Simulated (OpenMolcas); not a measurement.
Cl3+: the spin-orbit constant, Slater's ratio, worked from levels

| Quantity | Value |
| --- | --- |
| Program | OpenMolcas |
| Basis | ANO-RCC-VQZP [6s5p3d2f1g] |
| Scalar Hamiltonian | DKH2, point nucleus |
| Active space | 4 electrons in 4 orbitals (3s 3p) |
| State averaging | 2S+1 = 3 even, 6 roots; 2S+1 = 1 even, 12 roots; 2S+1 = 5 odd, 1 root; 2S+1 = 3 odd, 9 roots; 2S+1 = 1 odd, 8 roots |
| Spin-orbit coupling | state interaction with AMFI integrals over the reference wave functions, term energies averaged over their components |

Methods: CASSCF; MS-CASPT2, IPEA 0.25 Eh, imaginary shift 0.1 Eh (closed shells correlated: 2s 2p). Measured levels: Moore, Atomic Energy Levels, vol. I, NSRDS-NBS 35 (1971 reprint of NBS Circular 467, 1949).

**The spin-orbit constant.** For the Hund term 3P of p2, E(J) = (A/2) J(J+1) + constant and ζ = 2S·A = 2A. From J = 0 to J = 2 the energy changes by 3 A.

| Source | E(2) - E(0) | A | ζ |
| --- | --- | --- | --- |
| CASSCF | 1212.0 | 404.0 | 808 |
| MS-CASPT2 | 1211.7 | 403.9 | 808 |
| measured | 1341.0 | 447.0 | 894 |

All in cm-1. MS-CASPT2 is off by -9.6 % and CASSCF by -9.6 %. Both methods take the spin-orbit matrix elements from the reference wave functions, so the second can move ζ only through the term energies and any multistate remixing. Second-order mixing with other terms is absorbed into this ζ.

**Slater's ratio.** With one set of orbitals, p2 has 1D - 3P = 6 F2 and 1S - 1D = 9 F2 (F2 = F²/25), a ratio of 3/2. Term energies are centres of gravity, weighted by 2J + 1.

```tsv
Source	1D - 3P	1S - 3P	F2 from the first	Ratio
CASSCF	16081	30019	2680	0.867
MS-CASPT2	12318	29958	2053	1.432
measured	12857	31641	2143	1.461
```

Energies in cm-1. A ratio away from 3/2 shows effects beyond one configuration with one set of orbitals, and in heavier atoms second-order spin-orbit shifts. In CASSCF the valence s occupation is 1.91 in 1S against 1.97 in 1D: mixing out of s² acts most on 1S and pulls it down.

CASPT2 does not keep the components of a term degenerate, so their means are used; among the terms shown or strongly mixed into the levels shown the widest spread is 49 cm-1 (3s2 3p2 1D, MS-CASPT2). Over all roots computed the reference weight is 0.86 to 0.99 in MS-CASPT2; the roots of lowest weight are the least certain, and an intruder state may touch them. Computed and measured levels are paired by configuration, term and J; levels that our copy of the source lacks, or whose pairing is in doubt (as where it misses far off the trend of its configuration), stay unpaired and out of the deviations. Only configurations of the active space appear.
